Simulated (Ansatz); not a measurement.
Si3Sn⁻. Charge -1, multiplicity 4. Geometry r2SCAN-D4/def2-SVPD; atoms count from 1.

```xyz
4

Si   -1.436    0.055    0.052
Si   -0.041   -0.114    1.821
Si    1.353    0.466    0.141
Sn    0.124   -0.407   -2.014
```

In the def2 sets Sn takes a core potential; there is no spin–orbit coupling. At PBE0-D4/def2-TZVPD a doublet of charge -1 lies 1.47 eV below the quartet, each at its own geometry. The structure comes from a short search, and lower isomers may exist.

**Question.** Estimate the Mulliken populations from the PBE0/def2-TZVPD orbitals of Ansatz.

**Answer.** 
| atom | charge (e) | spin (α − β) |
| --- | --- | --- |
| Si1 | -0.29 | 0.40 |
| Si2 | -0.31 | 0.83 |
| Si3 | -0.29 | 0.40 |
| Sn4 | -0.12 | 1.38 |
Mulliken values and Mayer orders depend strongly on the basis. With diffuse functions, as here, like atoms can get unlike values, and bond orders can come out too low or too high.

**Question.** Where does the spin sit?

**Answer.** Summed by element: Si 1.62, Sn 1.38, of 3 unpaired in all. Largest on single atoms: Sn4 1.38, Si2 0.83, Si3 0.40.

**Question.** And the Mayer bond orders between bonded heavy atoms (over 0.3)?

**Answer.** Si1–Si2 1.23 (2.26 Å); Si1–Sn4 0.88 (2.63 Å); Si2–Si3 1.23 (2.26 Å); Si3–Sn4 0.88 (2.63 Å). Values over 0.3 also appear between atoms too far apart for a bond (Si1–Si3 0.81 at 2.82 Å; Si2–Sn4 0.44 at 3.85 Å); they arise where an orbital or an unpaired electron spreads over both atoms.
